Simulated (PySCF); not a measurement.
C3H9BeN, SMILES [CH3][Be][N](C)C. Atoms are numbered in the order given.

```xyz
14

Be     0.6184     0.5625    -0.5091
C      1.6840     1.5390    -1.3772
H      2.7204     1.1564    -1.3545
H      1.7224     2.5632    -0.9617
H      1.4000     1.6423    -2.4396
N     -0.3378    -0.3094     0.2754
C     -1.2069     0.1903     1.3219
C     -0.4825    -1.7351     0.0593
H     -2.2766     0.0157     1.0887
H     -1.0020    -0.2968     2.2965
H     -1.0734     1.2760     1.4619
H     -0.2415    -2.3176     0.9712
H     -1.5164    -2.0050    -0.2363
H      0.1906    -2.0838    -0.7417
```

Coordinates come from a ωB97X-D3(BJ)/def2-SVP optimisation. The structure was generated by enumeration; whether it is a known compound was not checked. Other conformers were not sampled.

The numbers are results of ωB97X-D3(BJ)/def2-SVP in PySCF, not measurements.

No scaling factor is applied to the harmonic values.

A small imaginary wavenumber (i) marks a very flat motion, where grid noise or a shallow saddle decides the sign.

```csv
mode,ν (cm⁻¹),IR (km/mol),Raman (Å⁴/amu),depolarisation,moving atoms (share of kinetic energy)
1,2i,0.0,0.0,–,H 96 %
2,99,0.4,0.1,0.75,"C 52 %, H 31 %, N 11 %"
3,139,0.6,0.3,0.75,"H 51 %, N 22 %, Be 15 %, C 11 %"
4,233,0.0,0.3,0.75,H 97 %
5,247,0.1,0.2,0.75,"H 73 %, Be 22 %"
6,344,21.1,0.4,0.73,"N 39 %, H 33 %, Be 26 %"
7,347,0.4,2.4,0.39,"C 54 %, H 37 %"
8,355,6.6,0.2,0.44,"Be 50 %, H 33 %, C 11 %"
9,558,0.2,10.2,0.06,"C 58 %, H 27 %, N 16 %"
10,698,88.5,0.6,0.53,"H 55 %, Be 26 %, C 18 %"
11,715,74.2,3.1,0.74,"H 61 %, Be 20 %, C 18 %"
12,976,6.2,4.6,0.75,"C 45 %, H 26 %, N 16 %, Be 13 %"
13,1097,1.9,2.4,0.75,"H 75 %, C 24 %"
14,1114,0.0,2.2,0.75,"H 81 %, C 19 %"
15,1167,51.4,0.5,0.75,"H 58 %, Be 28 %, C 15 %"
16,1177,2.6,0.0,–,"H 68 %, C 20 %, N 12 %"
17,1248,43.4,2.6,0.52,"H 68 %, C 26 %"
18,1252,85.1,0.1,0.74,"N 59 %, C 30 %, H 11 %"
19,1435,12.6,11.9,0.72,H 93 %
20,1437,189.1,17.5,0.54,"H 47 %, N 20 %, Be 20 %, C 12 %"
21,1438,51.2,17.2,0.71,H 82 %
22,1444,5.2,9.8,0.75,"H 85 %, C 15 %"
23,1461,0.0,37.8,0.75,H 97 %
24,1468,10.0,0.0,–,H 97 %
25,1473,2.7,9.7,0.75,"H 82 %, C 17 %"
26,1494,14.7,2.2,0.75,H 96 %
27,1531,86.5,19.4,0.75,"H 74 %, N 16 %, Be 10 %"
28,2996,63.7,13.3,0.75,H 97 %
29,3001,109.8,285.3,0.01,H 97 %
30,3042,2.5,137.9,0.00,H 97 %
31,3055,103.1,216.2,0.75,"H 91 %, C 9 %"
32,3064,0.0,20.9,0.75,"H 90 %, C 10 %"
33,3126,18.5,40.6,0.75,"H 91 %, C 9 %"
34,3127,33.5,40.3,0.56,"H 91 %, C 9 %"
35,3127,22.2,151.0,0.75,"H 91 %, C 9 %"
36,3137,11.2,94.7,0.75,"H 91 %, C 9 %"
```
